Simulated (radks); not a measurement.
The numbers below are computed, except where a source is named.
The platinum anion Pt2-, [Hg], held by a Watson sphere: a shell of charge +2.37 at radius R that stands for the Madelung well of a crystal (potential energy -2.37/R inside, -2.37/r outside, in hartree with lengths in bohr). Level of theory: scalar-relativistic Kohn-Sham, PBE, spin-polarised, spherical densities, finite nucleus; Fermi nuclear charge, rms radius of each element as measured or else 0.836 A^(1/3) + 0.57 fm (a radial shooting solver on a logarithmic mesh with Libxc functionals). Response by self-consistent Sternheimer equations with the Hartree and adiabatic LDA kernel, the relativistic mass of each level held fixed and spin-orbit coupling left out. The sphere does not respond.

| R (bohr) | e(5p) (eV) | e(6s) (eV) | e(5d) (eV) | <r> 5d (bohr) | sum of <r^2> (bohr^2) | X-ray form factor at sin(theta)/lambda = 0.3 1/angstrom | alpha (bohr^3) |
|---|---|---|---|---|---|---|---|
| 2.67 | -57.917 | -9.969 | -9.119 | 1.785 | 76.64 | 58.379 | 42.90 |
| 3.08 | -56.975 | -9.194 | -8.001 | 1.826 | 80.75 | 58.407 | 52.61 |
| 3.64 | -55.876 | -8.071 | -6.707 | 1.866 | 86.09 | 58.446 | 69.42 |
| 3.88 | -55.455 | -7.610 | -6.224 | 1.879 | 88.30 | 58.459 | 78.00 |
| 4.81 | -54.072 | -6.051 | -4.687 | 1.919 | 96.59 | 58.484 | 121.2 |
| 4.9 | -53.958 | -5.921 | -4.563 | 1.922 | 97.38 | 58.486 | 126.4 |
| 4.93 | -53.920 | -5.878 | -4.523 | 1.923 | 97.64 | 58.486 | 128.2 |
| 5.91 | -52.871 | -4.675 | -3.404 | 1.953 | 106.4 | 58.496 | 203.6 |
| 6.2 | -52.619 | -4.384 | -3.139 | 1.961 | 109.1 | 58.498 | 234.2 |
